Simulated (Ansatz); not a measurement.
Relaxation of ClFH₅N₂OTa (11 atoms, charge 0, multiplicity 1), to a largest force component of 0.02 eV/Å in at most 40 steps.

Theory: RKS PBE/def2-SVP (Ansatz).

```xyz
11
Properties=species:S:1:pos:R:3
Ta 0.000 0.000 0.000
Cl 2.470 0.000 0.000
N 0.000 0.000 2.160
H -0.246 -0.884 2.690
H 0.246 0.884 2.690
F 0.000 0.000 -1.930
N -1.080 1.871 0.000
H -1.641 2.158 0.852
H -1.049 2.501 -0.852
O -1.010 -1.749 0.000
H -1.656 -1.766 0.776
```

Task: Where does it end, and by what steps?

Result: The forces met the threshold. After 25 steps the energy has fallen by 1.194 eV; H11 moved furthest, 1.05 Å.

| step | energy less start (eV) | largest force component (eV/Å) | accepted |
| --- | --- | --- | --- |
| 0 | 0.0000 | 2.077 | yes |
| 1 | -0.8705 | 1.559 | yes |
| 2 | -0.9853 | 1.182 | yes |
| 3 | -0.9949 | 1.323 | yes |
| 4 | -1.0353 | 1.111 | yes |
| 5 | -1.0917 | 0.287 | yes |
| 6 | -1.1083 | 0.328 | yes |
| 7 | -1.0848 | 1.971 | no |
| 8 | -1.1237 | 0.119 | yes |
| 9 | -1.1338 | 0.575 | yes |
| 10 | -1.1516 | 0.310 | yes |
| 11 | -1.1510 | 0.355 | no |
| 12 | -1.1601 | 0.129 | yes |
| 13 | -1.1685 | 0.326 | yes |
| 14 | -1.1669 | 0.920 | no |
| 15 | -1.1766 | 0.193 | yes |
| 16 | -1.1823 | 0.218 | yes |
| 17 | -1.1788 | 0.651 | no |
| 18 | -1.1870 | 0.130 | yes |
| 19 | -1.1901 | 0.180 | yes |
| 20 | -1.1915 | 0.224 | yes |
| 21 | -1.1925 | 0.124 | yes |
| 22 | -1.1932 | 0.033 | yes |
| 23 | -1.1935 | 0.046 | yes |
| 24 | -1.1937 | 0.022 | yes |
| 25 | -1.1937 | 0.010 | yes |

```xyz
11
Properties=species:S:1:pos:R:3
Ta 0.000 0.027 0.200
Cl 2.336 0.294 0.023
N 0.100 0.083 2.207
H -0.537 -0.423 2.835
H 0.811 0.558 2.777
F -0.192 -0.146 -1.724
N -1.031 1.703 0.034
H -1.349 2.303 0.798
H -1.339 2.053 -0.880
O -1.057 -1.572 0.388
H -1.711 -1.865 -0.272
```

Run time: 51 s on 4 threads of Arm Neoverse V2, on a shared host, peak memory 0.2 GiB.
